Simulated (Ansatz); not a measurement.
Mulliken charges of `[SH][Zr]([SH])([Cl])[Cl]` from B3LYP/def2-TZVPP in Ansatz (PBE0-D4/def2-TZVP geometry).

| atom | x (Å) | y (Å) | z (Å) | charge (e) |
| --- | --- | --- | --- | --- |
| S1 | -1.899 | -0.562 | -0.719 | -0.284 |
| Zr2 | 0.395 | -0.123 | -0.104 | 0.847 |
| S3 | 0.561 | 2.280 | -0.116 | -0.278 |
| Cl4 | 0.776 | -0.985 | 2.027 | -0.265 |
| Cl5 | 1.837 | -1.021 | -1.691 | -0.263 |
| H6 | -1.717 | -1.886 | -0.528 | 0.116 |
| H7 | 0.046 | 2.298 | 1.132 | 0.127 |

Q: By hand: the dipole of these point charges (1 e Å = 4.8032 D).

A: Σ q r = (-0.164, 0.024, 0.138) e Å, of length 0.216 e Å = 1.04 D.

Q: How does the dipole of the full density compare? (An estimate is asked.)

A: Ansatz gave: (-0.072, -0.010, 0.124) e Å, 0.69 D; the point charges give 1.51 times that, at 22° from its direction.

Point charges leave out the atoms' own dipoles, such as those of lone pairs, and Mulliken's split depends on the basis, so the two needn't agree.

B3LYP here is the variant with VWN-RPA as its local correlation; programs differ in this.
